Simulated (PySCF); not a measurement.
C₆H₁₀ClFSi.
SMILES with atom numbers: `[CH3:1][CH2:2]/[CH:3]=[C:4]1/[CH2:5][Si@@H:6]([F:7])[C@H:8]1[Cl:9]`

Geometry (GFN2-xTB, Å), atoms numbered from 1 in this order:
```xyz
19
C6H10ClFSi angstrom
C      2.9774    0.2192   -0.2533
C      1.7018   -0.0731   -1.0417
C      0.5554    0.7408   -0.5319
C     -0.6238    0.2694   -0.1656
C     -1.8225    1.0433    0.3564
Si    -2.8035   -0.5760    0.5842
F     -4.0723   -0.7425   -0.3909
C     -1.1218   -1.1572   -0.1553
Cl    -1.1980   -1.8791   -1.8018
H      3.2422    1.2718   -0.3301
H      3.8052   -0.3732   -0.6361
H      2.8368   -0.0228    0.7983
H      1.8679    0.1752   -2.0945
H      1.4643   -1.1354   -0.9840
H      0.7366    1.8069   -0.4638
H     -2.2254    1.7313   -0.3873
H     -1.5905    1.6304    1.2431
H     -3.2428   -1.0855    1.8656
H     -0.4970   -1.8342    0.4267
```

NICS = −σ at a ghost point: NICS(0) at the centroid of the ring atoms, NICS(1) 1 Å to either side along the normal of their mean plane, zz for the tensor component along that normal. Level: GIAO PBE0/pcSseg-1 (PySCF, non-relativistic, gas phase) on the GFN2-xTB geometry, one conformer.

Ring bond lengths (Å), with Mayer bond orders in brackets: C4–C5 1.519 (1.01), C5–Si6 1.907 (0.91), Si6–C8 1.927 (0.79), C8–C4 1.511 (0.92).

Problem. Give the NICS values of each ring in ppm.

Solution. 
| ring | type | NICS(0) | NICS(1), two faces | NICS(1)zz, two faces | rms pucker (Å) | centre to ring atoms, mean (Å) |
| --- | --- | --- | --- | --- | --- | --- |
| C4–C5–Si6–C8 | 4-membered ring with Si; formal bonds all single | 2.6 | 0.1 / -2.8 | 6.8 / 0.0 | 0.01 | 1.21 |

Problem. What do they say, and how far can they be read as aromaticity?

Solution. 
- C4–C5–Si6–C8: mean NICS(1)zz 3.4 ppm, deshielded. C5, Si6, C8 have four or more neighbours, and the NICS criterion for π rings isn't applied. The two faces differ by 6.8 ppm, so no symmetry operation interchanges them.

Problem. How shielded are the nuclei of the rings and their hydrogens (means over atoms taken as equivalent)?

Solution. 
```tsv
atoms	environment	σ isotropic (ppm)	principal values of the symmetric part, first atom (ppm)
C4	fully substituted alkene carbon	47.9	-51.0, 54.9, 139.9
C5	sp3 carbon bound to silicon	155.3	124.8, 159.9, 181.2
Si6	fluorine-bound silicon	339.0	278.9, 325.4, 412.9
C8	sp3 C–Cl carbon	132.3	107.4, 140.8, 148.6
H16	methylene hydrogen	28.83	25.3, 27.0, 34.3
H17	methylene hydrogen	29.31	25.0, 28.2, 34.7
H18	Si–H hydrogen	26.16	22.1, 24.5, 31.9
H19	methine hydrogen	27.28	23.9, 26.8, 31.1
```

Hardware: Arm Neoverse N1, one thread (shared host). Cost: 1.7 min of wall time (with the writing of density and orbital grids), 0.97 GiB resident at most. This is the whole shielding run at PBE0/pcSseg-1, SCF included.
